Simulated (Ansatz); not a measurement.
Compare A (`Cc1ccccc1N`) with its isomer B (`CNc1ccccc1`).

Program: Ansatz. Geometries: PBE0-D4/def2-TZVP. ΔE: electronic, gas phase. CCSD(T)/CBS adds triple-zeta CCSD(T) − MP2 to the extrapolated MP2 energy (def2 sets, frozen cores). DFT in def2-TZVPP. B3LYP here is the variant with VWN-RPA as its local correlation; programs differ in this. Each species was taken in one conformer, which may not be the lowest.

Question: Which is lower in electronic energy at CCSD(T)/CBS, and by how much? (Estimate.)

Answer: Ansatz gave: A, by 40.5 kJ/mol.

Question: Give E(B) − E(A) in kJ/mol with ωB97M-V, PBE0-D4, HF/def2-TZVPP, B3LYP, LDA (SPW92), B3LYP-D4, CCSD(T)/def2-SVP. (An estimate is asked.)

Answer: Computed: ωB97M-V 39.1, PBE0-D4 39.0, HF/def2-TZVPP 31.0, B3LYP 33.9, LDA (SPW92) 39.4, B3LYP-D4 36.1, CCSD(T)/def2-SVP 35.3. None reverses the order clearly.

Largest T1 diagnostic: 0.011.

Leaving LDA and LC-ωPBE aside and taking each functional with its dispersion term where it has one, the values, not all of them listed here, spread over 6.0 kJ/mol, from BLYP-D4 to B97M-V. In def2-TZVPP, CCSD(T) changes the Hartree–Fock value by +8.8 kJ/mol (the triples alone add +1.1 kJ/mol) and MP2 by +13.0 kJ/mol.
